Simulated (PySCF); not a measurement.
Compound: Zr(NMe2)Cl3, C₂H₆Cl₃NZr (singlet state).
Geometry (PBE0-D3(BJ)/def2-SVP, Å), atoms numbered from 1 in this order:
```xyz
13
C2H6Cl3NZr angstrom
Zr    -0.5692   -0.4998   -1.6235
N      0.0811    0.1001    0.1494
C      1.3332   -0.3717    0.6995
C     -0.6831    0.9487    1.0363
H      2.0030    0.4721    0.9475
H      1.8633   -1.0114   -0.0236
H      1.1698   -0.9638    1.6184
H     -1.6241    1.2659    0.5611
H     -0.9375    0.4212    1.9737
H     -0.1166    1.8615    1.2968
Cl     1.3334   -0.8785   -2.9522
Cl    -2.0857    1.1098   -2.4126
Cl    -1.7371   -2.5062   -1.2487
```

Computed with PySCF, PBE0-D3(BJ)/def2-SVP geometry optimisation, gas phase, def2 core potentials past Kr.

Which atoms are bound to Zr1, and at what distances?

4 atoms: N2 1.981 Å, Cl12 2.348 Å, Cl11 2.351 Å, Cl13 2.352 Å. The nearest atom not counted as bound is H6, at 2.96 Å.

List the angles at Zr1.

```csv
angle,degrees,distance of the outer atoms (Å)
Cl11–Zr1–Cl12,116.3,3.99
Cl11–Zr1–Cl13,110.8,3.87
Cl12–Zr1–Cl13,108.5,3.81
N2–Zr1–Cl12,107.8,3.50
N2–Zr1–Cl11,106.8,3.49
N2–Zr1–Cl13,106.2,3.47
```

What is the shape at Zr1?

Distorted tetrahedral: angles from 106.2° to 116.3°; τ4 = (360° − α − β)/141° = 0.94 with α and β the two widest (0 for a square, 1 for a tetrahedron).

What are the other bond lengths?

N2–C3, N2–C4 1.446 Å; C3–H5 and 5 like bonds 1.104 Å.

Give some angles away from the centre.

Zr1–N2–C3 121.7°, Zr1–N2–C4 123.6°, C3–N2–C4 114.6°.

Point group: near Cs, missed by 0.14 Å at most; the miss may be what the optimiser left on a soft mode. Charge 0, singlet. No PBE0-D3(BJ)/def2-SVP frequencies stand behind this structure, so it isn't proved a minimum.
